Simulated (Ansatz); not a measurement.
Start from `N[SiH](F)BCl` and change one atom or group to get `N=C[SiH](N)F`.

Ansatz, PBE0-D4/def2-TZVP geometries, multiplicity 1. Each molecule was computed in one conformer, which needn't be the lowest.

```
                                        property  `N[SiH](F)BCl`
              LUMO energy (PBE0/def2-TZVPP) / eV           -2.29
            HOMO–LUMO gap (PBE0/def2-TZVPP) / eV            5.59
           HOMO energy (ωB97M-V/def2-TZVPP) / eV          -10.07
size of the dipole moment (B3LYP/def2-TZVPP) / D            1.75
           HOMO–LUMO gap (B3LYP/def2-TZVPP) / eV            5.21
              HOMO energy (PBE0/def2-TZVPP) / eV           -7.88
```

Give the same properties after the change, and the shifts. (Estimate.)

Ansatz gave: 
| property | `N=C[SiH](N)F` | shift |
| --- | --- | --- |
| LUMO energy (PBE0/def2-TZVPP) / eV | -1.15 | 1.14 |
| HOMO–LUMO gap (PBE0/def2-TZVPP) / eV | 6.14 | 0.55 |
| HOMO energy (ωB97M-V/def2-TZVPP) / eV | -9.62 | 0.45 |
| size of the dipole moment (B3LYP/def2-TZVPP) / D | 3.07 | 1.32 |
| HOMO–LUMO gap (B3LYP/def2-TZVPP) / eV | 5.68 | 0.47 |
| HOMO energy (PBE0/def2-TZVPP) / eV | -7.29 | 0.59 |

With PBE0 the HOMO rises by 0.59 eV and the LUMO rises by 1.14 eV, so the gap widens by about 0.55 eV. PBE moves the HOMO by 0.71 eV and ωB97M-V by 0.45 eV. Dipoles are sizes alone; their direction can turn.

B3LYP here is the variant with VWN-RPA as its local correlation; programs differ in this.
